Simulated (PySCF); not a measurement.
SMILES C[SiH2][O][Ge]([CH3])([CH3])[CH3], GFN2-xTB optimised geometry.

```
21

Si     0.65     0.91     0.00
C      2.55     0.91     0.00
O      0.19     0.17     1.35
Ge    -1.20    -0.52     2.22
C     -0.60    -0.52     4.11
C     -1.43    -2.34     1.46
C     -2.74     0.68     1.86
H      0.12     2.28     0.00
H      0.13     0.20    -1.18
H      2.95     1.42     0.87
H      2.92     1.42    -0.88
H      2.95    -0.10    -0.01
H      0.32    -1.09     4.22
H     -0.40     0.50     4.45
H     -1.36    -0.95     4.76
H     -1.66    -2.28     0.40
H     -2.25    -2.86     1.96
H     -0.52    -2.92     1.58
H     -2.95     0.71     0.80
H     -3.62     0.33     2.38
H     -2.52     1.69     2.20
```

Density from CAM-B3LYP/def2-SVP in PySCF at that geometry.

Minimum of the electron density along straight lines between bonded atoms, close to the bond critical point (lines longer than 1.1 times the sum of covalent radii, or with two minima, are not listed):

| bond | length / Å | ρ at the minimum / e bohr⁻³ | ∇²ρ there / e bohr⁻⁵ | position (fraction from the first atom) |
|---|---|---|---|---|
| Si1–C2 | 1.894 | 0.114 | 0.33 | 0.38 |
| Si1–O3 | 1.613 | 0.131 | 1.12 | 0.42 |
| O3–Ge4 | 1.774 | 0.132 | 0.70 | 0.53 |
| Ge4–C5 | 1.986 | 0.124 | 0.02 | 0.47 |
| Ge4–C6 | 1.988 | 0.124 | 0.03 | 0.47 |
| Ge4–C7 | 1.989 | 0.124 | 0.03 | 0.47 |
| Si1–H8 | 1.470 | 0.117 | 0.33 | 0.49 |
| Si1–H9 | 1.472 | 0.117 | 0.32 | 0.49 |
| C2–H10 | 1.086 | 0.272 | -0.98 | 0.63 |
| C2–H12 | 1.086 | 0.272 | -0.98 | 0.63 |
| C5–H13 | 1.086 | 0.273 | -1.00 | 0.63 |
| C5–H14 | 1.086 | 0.273 | -1.00 | 0.63 |
| C5–H15 | 1.086 | 0.273 | -0.99 | 0.63 |
| C6–H16 | 1.086 | 0.273 | -1.00 | 0.63 |
| C6–H17 | 1.086 | 0.273 | -0.99 | 0.63 |
| C6–H18 | 1.086 | 0.273 | -1.00 | 0.63 |
| C7–H19 | 1.086 | 0.273 | -1.00 | 0.63 |
| C7–H20 | 1.086 | 0.273 | -0.99 | 0.63 |
| C7–H21 | 1.086 | 0.273 | -1.00 | 0.63 |
